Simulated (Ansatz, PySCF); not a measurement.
The Ansatz (a first-principles code) input:
Ansatz 0.2 input:
```yaml
crystal:
  periodic: [false, false, false]
  atoms:
    - {symbol: C, position_ang: [2.29637255, -0.94634639, 0.75234700]}
    - {symbol: C, position_ang: [1.59938250, -0.62937542, -0.52463166]}
    - {symbol: Se, position_ang: [0.20345855, 0.57348155, -0.67304375]}
    - {symbol: C, position_ang: [-1.00289763, -0.04927358, 0.82172781]}
    - {symbol: C, position_ang: [-1.38403725, -1.49819032, 0.59098751]}
    - {symbol: C, position_ang: [-2.20743354, 0.87237582, 0.87129765]}
    - {symbol: H, position_ang: [3.12174512, -0.25208013, 0.94207276]}
    - {symbol: H, position_ang: [2.72498373, -1.94772873, 0.69603122]}
    - {symbol: H, position_ang: [1.62010201, -0.90815918, 1.60305648]}
    - {symbol: H, position_ang: [2.20050582, -0.66402759, -1.42328111]}
    - {symbol: H, position_ang: [-0.41621143, 0.05496636, 1.73939848]}
    - {symbol: H, position_ang: [-1.96706730, -1.86982428, 1.43274878]}
    - {symbol: H, position_ang: [-1.98226257, -1.59236799, -0.31357124]}
    - {symbol: H, position_ang: [-0.49544456, -2.11747333, 0.48177907]}
    - {symbol: H, position_ang: [-2.85759208, 0.59143629, 1.69862159]}
    - {symbol: H, position_ang: [-1.89749548, 1.90695479, 1.01045726]}
    - {symbol: H, position_ang: [-2.77717372, 0.80479040, -0.05419601]}
basis:
  gaussian:
    orbitals: STO-3G
hamiltonian:
  xc: pbe
magnetization: {spin_polarized: true, initial_magnetization: 1}
accuracy: high
```

Task: Write the same job for PySCF.

Result: This is not unique; one that fits is 
```python
from pyscf import gto, scf, dft

mol = gto.Mole()
mol.atom = '''
    C     2.29637255   -0.94634639    0.75234700
    C     1.59938250   -0.62937542   -0.52463166
    Se    0.20345855    0.57348155   -0.67304375
    C    -1.00289763   -0.04927358    0.82172781
    C    -1.38403725   -1.49819032    0.59098751
    C    -2.20743354    0.87237582    0.87129765
    H     3.12174512   -0.25208013    0.94207276
    H     2.72498373   -1.94772873    0.69603122
    H     1.62010201   -0.90815918    1.60305648
    H     2.20050582   -0.66402759   -1.42328111
    H    -0.41621143    0.05496636    1.73939848
    H    -1.96706730   -1.86982428    1.43274878
    H    -1.98226257   -1.59236799   -0.31357124
    H    -0.49544456   -2.11747333    0.48177907
    H    -2.85759208    0.59143629    1.69862159
    H    -1.89749548    1.90695479    1.01045726
    H    -2.77717372    0.80479040   -0.05419601
'''
mol.basis = 'sto-3g'
mol.spin = 1
mol.verbose = 3
mol.build()

mf = dft.UKS(mol)
mf.xc = 'pbe'
mf.grids.atom_grid = (99, 590)
mf.grids.prune = None
mf.kernel()
```

Both were run: Ansatz gave -2568.924198 Eh and PySCF -2568.924196 Eh, 0.001 mEh apart.
